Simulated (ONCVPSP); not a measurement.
## Building the ONCV potential for Ta (LDA (Perdew-Wang 92), scalar-relativistic).

| Property | Result |
| --- | --- |
| Element | tantalum |
| Generator | ONCVPSP 4.0.1 |
| Type | optimised norm-conserving Vanderbilt (ONCV) |
| Functional | LDA (Perdew-Wang 92) |
| Relativity | scalar-relativistic |
| Frozen core | [Kr] 4d10 |
| Valence charge | 27 |
| Reference configuration | 4f14 5s2 5p6 5d3 (charge +2) |
| Partial waves | 5s: rc 1.25 bohr, ncon 3, nbas 8, qcut 4.9 1/bohr, 2 projectors, debl 2.6 Ha; 5p: rc 1.40 bohr, ncon 5, nbas 9, qcut 4.9 1/bohr, 3 projectors, debl 1.8 Ha; 5d: rc 1.80 bohr, ncon 3, nbas 7, qcut 5 1/bohr, 2 projectors, debl 1.2 Ha; 4f: rc 1.20 bohr, ncon 3, nbas 8, qcut 12.9 1/bohr, 2 projectors, debl 2.8 Ha |
| Local potential | polynomial inside 1.00 bohr (lpopt 3, dvloc0 3 Ha) |
| Core correction | Teter function, fcfact 3.5, rcfact 1.75 |

In the s channel the program set the typed energies aside and used -3.266, 0.250 Ha. In the p channel the program set the typed energies aside and used -2.030, 0.250, 2.050 Ha.

All-electron outer shells of the reference configuration (LDA (PZ), scalar-relativistic, ld1.x):

| shell | level (eV) | outermost node (bohr) | outermost maximum (bohr) |
| --- | --- | --- | --- |
| 5s | -88.88 | 0.54 | 0.98 |
| 5p | -55.23 | 0.58 | 1.13 |
| 4f | -40.64 | – | 0.44 |
| 5d | -18.63 | 0.65 | 1.56 |

What the tests gave:

```
Ghost test                 : ghosts flagged at negative energy: p at -4751.6 eV; GHOST(+) flagged for s at 163.0 eV; a true bound ghost makes a file unfit for plane-wave use
Largest excitation error   : -57 meV (all-electron minus pseudo) for 4f14 5s2 5p5 5d3 6s2, out of 4 test configurations
rms error of d²Exc/dni dnj : 5.33 mHa without and 2.62 mHa with the model core
```

Generation and tests took about 5.8 s on one core of a shared server CPU.
